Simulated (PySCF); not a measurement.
ClH3Si.

```xyz
5

Si     0.0000     0.0000    -0.9919
Cl     0.0000     0.0000     1.0744
H      1.2122     0.6999    -1.4596
H     -1.2122     0.6999    -1.4596
H      0.0000    -1.3997    -1.4596
```
Charge 0, spin multiplicity 1.

Coordinates come from a B3LYP-D3(BJ)/def2-TZVP optimisation. The isomer is the one that the SMILES or the coordinates give; other isomers of the formula were not compared.

Computed with KT2/pcSseg-2 in PySCF. Non-relativistic, no solvent.

Computed absolute GIAO shielding of each atom: isotropic value and principal components (ppm):
```tsv
atom	σ(iso)	σ11	σ22	σ33	span
Si1	388.1	352.7	352.7	458.9	106.1
Cl2	1021.8	1010.0	1027.6	1027.6	17.6
H3	26.2	22.7	24.3	31.6	8.9
H4	26.2	22.7	24.3	31.6	8.9
H5	26.2	22.7	24.3	31.6	8.9
```
